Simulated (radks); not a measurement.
Task: Li III, configuration 1s0.75 2s0.25 (fractional occupations, a model configuration). Calculated with a radial shooting solver on a logarithmic mesh with Libxc functionals: scalar-relativistic Kohn-Sham, r2SCAN, spin-polarised, spherical densities, finite nucleus; open shells are filled with parallel spins first; meta-GGA in the generalised Kohn-Sham scheme; Fermi nuclear charge, rms radius 2.444 fm. Some entries of the table are withheld. Estimate them.

orbital  occ.  eigenvalue (Ry)  <1/r> (bohr^-1)
1s up    0.75              (1)            3.047
2s up    0.25         -1.60594           0.6458
2p up       0         -1.44997           0.6384

Result: 
(1) 1s up eigenvalue (Ry): -8.18869
